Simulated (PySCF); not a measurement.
PySCF input (M06-2X/6-31G* (5d)):

```python
from pyscf import gto, dft

mol = gto.M(
    atom='''
    F     1.30082500    1.11685400   -0.11686800
    B     0.58694400    0.00829100    0.00160400
    F     1.27393000   -1.11698800    0.13336400
    Si   -1.44757500    0.00102500   -0.00951800
    H    -1.92465700   -0.89625700   -1.08850300
    H    -1.98316400    1.36353700   -0.22453800
    H    -1.93364500   -0.52187900    1.28979800
    ''',
    basis='6-31g*',
    charge=1,
    spin=1,
    verbose=4,
)

mf = dft.UKS(mol, xc='m062x')
mf.grids.level = 4
mf.conv_tol = 1e-9
mf.max_cycle = 100
mf.max_memory = 1500
mf.kernel()
if not mf.converged:
    mf = mf.newton()
    mf.kernel(mf.make_rdm1())
mo, _, stable, _ = mf.stability(return_status=True)
if not stable:
    mf.kernel(mf.make_rdm1(mo, mf.mo_occ))
    stable = mf.stability(return_status=True)[2]
mf.dip_moment()
```

From the output:

```
  alpha nocc = 20  HOMO = -0.344386648601199  LUMO = -0.0403038829215694
  beta  nocc = 19  HOMO = -0.390213184350877  LUMO = -0.344386648601199

WARN: HOMO -0.344386648601199 >= LUMO -0.344386648601199

cycle= 1 E= -515.249066579252  delta_E= 0.681  |g|= 0.482  |ddm|= 1.57
  alpha nocc = 20  HOMO = -0.694794354550893  LUMO = -0.30821219909064
  beta  nocc = 19  HOMO = -0.685974765001772  LUMO = -0.561127132277966
  HOMO = -0.685974765002  LUMO = -0.561127132278  gap/eV = 3.39728
cycle= 2 E= -515.215590871538  delta_E= 0.0335  |g|= 0.662  |ddm|= 0.788
  alpha nocc = 20  HOMO = -0.670712369341557  LUMO = -0.260510555918056
  beta  nocc = 19  HOMO = -0.659601405889507  LUMO = -0.51115800141396
  HOMO = -0.65960140589  LUMO = -0.511158001414  gap/eV = 4.03935
cycle= 3 E= -515.372065933668  delta_E= -0.156  |g|= 0.0508  |ddm|= 0.375
  alpha nocc = 20  HOMO = -0.659942382681489  LUMO = -0.235475191619138
  beta  nocc = 19  HOMO = -0.648223219312698  LUMO = -0.481229741761362
  HOMO = -0.648223219313  LUMO = -0.481229741761  gap/eV = 4.54412
cycle= 4 E= -515.373289302627  delta_E= -0.00122  |g|= 0.0109  |ddm|= 0.0525
  alpha nocc = 20  HOMO = -0.658634010748603  LUMO = -0.236216819247557
  beta  nocc = 19  HOMO = -0.64691744774029  LUMO = -0.48137318015024
  HOMO = -0.64691744774  LUMO = -0.48137318015  gap/eV = 4.50469
cycle= 5 E= -515.373403147315  delta_E= -0.000114  |g|= 0.00229  |ddm|= 0.0187
  alpha nocc = 20  HOMO = -0.659555434452102  LUMO = -0.23592856910333
  beta  nocc = 19  HOMO = -0.647763510510287  LUMO = -0.481272977932048
  HOMO = -0.64776351051  LUMO = -0.481272977932  gap/eV = 4.53044
cycle= 6 E= -515.373410309462  delta_E= -7.16e-06  |g|= 0.00115  |ddm|= 0.00425
  alpha nocc = 20  HOMO = -0.659523910644038  LUMO = -0.23597837863944
  beta  nocc = 19  HOMO = -0.647732863295577  LUMO = -0.481312363105511
  HOMO = -0.647732863296  LUMO = -0.481312363106  gap/eV = 4.52853
cycle= 7 E= -515.373411145243  delta_E= -8.36e-07  |g|= 0.000741  |ddm|= 0.00139
  alpha nocc = 20  HOMO = -0.659501620682292  LUMO = -0.235987917902546
  beta  nocc = 19  HOMO = -0.647708413028584  LUMO = -0.48132799960017
  HOMO = -0.647708413029  LUMO = -0.4813279996  gap/eV = 4.52744
cycle= 8 E= -515.373411446895  delta_E= -3.02e-07  |g|= 0.000139  |ddm|= 0.000705
  alpha nocc = 20  HOMO = -0.659532498300763  LUMO = -0.235949169672313
  beta  nocc = 19  HOMO = -0.64772833004091  LUMO = -0.481310743829476
  HOMO = -0.647728330041  LUMO = -0.481310743829  gap/eV = 4.52845
cycle= 9 E= -515.373411488639  delta_E= -4.17e-08  |g|= 4.74e-05  |ddm|= 0.000346
  alpha nocc = 20  HOMO = -0.659536700132563  LUMO = -0.235944429935078
  beta  nocc = 19  HOMO = -0.647724322277458  LUMO = -0.481305330876194
  HOMO = -0.647724322277  LUMO = -0.481305330876  gap/eV = 4.52849
cycle= 10 E= -515.373411499259  delta_E= -1.06e-08  |g|= 2.88e-05  |ddm|= 0.000166
  alpha nocc = 20  HOMO = -0.659546801629741  LUMO = -0.235944029959162
  beta  nocc = 19  HOMO = -0.647725912252438  LUMO = -0.481307783505041
  HOMO = -0.647725912252  LUMO = -0.481307783505  gap/eV = 4.52847
cycle= 11 E= -515.373411506569  delta_E= -7.31e-09  |g|= 1.91e-05  |ddm|= 0.000165
  alpha nocc = 20  HOMO = -0.659556795234402  LUMO = -0.23594536033048
  beta  nocc = 19  HOMO = -0.647725251141906  LUMO = -0.481308462932847
  HOMO = -0.647725251142  LUMO = -0.481308462933  gap/eV = 4.52843
cycle= 12 E= -515.373411512105  delta_E= -5.54e-09  |g|= 1e-05  |ddm|= 0.000208
  alpha nocc = 20  HOMO = -0.659563362810432  LUMO = -0.235945731801277
  beta  nocc = 19  HOMO = -0.647725512875069  LUMO = -0.481308507783663
  HOMO = -0.647725512875  LUMO = -0.481308507784  gap/eV = 4.52844
cycle= 13 E= -515.373411513551  delta_E= -1.45e-09  |g|= 7.17e-06  |ddm|= 0.000125
  alpha nocc = 20  HOMO = -0.65956525066585  LUMO = -0.235946322362661
  beta  nocc = 19  HOMO = -0.647725365057435  LUMO = -0.481309088021106
  HOMO = -0.647725365057  LUMO = -0.481309088021  gap/eV = 4.52842
cycle= 14 E= -515.373411513735  delta_E= -1.84e-10  |g|= 2.02e-06  |ddm|= 4.08e-05
  alpha nocc = 20  HOMO = -0.659565367385023  LUMO = -0.235946419458798
  beta  nocc = 19  HOMO = -0.647725233169479  LUMO = -0.481309078275719
  HOMO = -0.647725233169  LUMO = -0.481309078276  gap/eV = 4.52841
Extra cycle  E= -515.373411513747  delta_E= -1.17e-11  |g|= 1.56e-06  |ddm|= 5.14e-06
converged SCF energy = -515.373411513747  <S^2> = 0.75302396  2S+1 = 2.0030217
uhf_internal: lowest eigs of H = [0.06520856 0.07333745 0.2282745 ]
<class 'pyscf.dft.uks.UKS'> wavefunction is stable in the internal stability analysis

WARN: System has nonzero charge 1; the dipole moment is origin-dependent.
Location of origin: [0. 0. 0.]

Dipole moment(X, Y, Z, Debye): -3.68708, -0.01979, -0.01748
```

The dipole moment of an ion depends on the origin.

The geometry given is a B3LYP-D3(BJ)/def2-TZVP minimum of the species of charge 0 and multiplicity 1, not of this state.
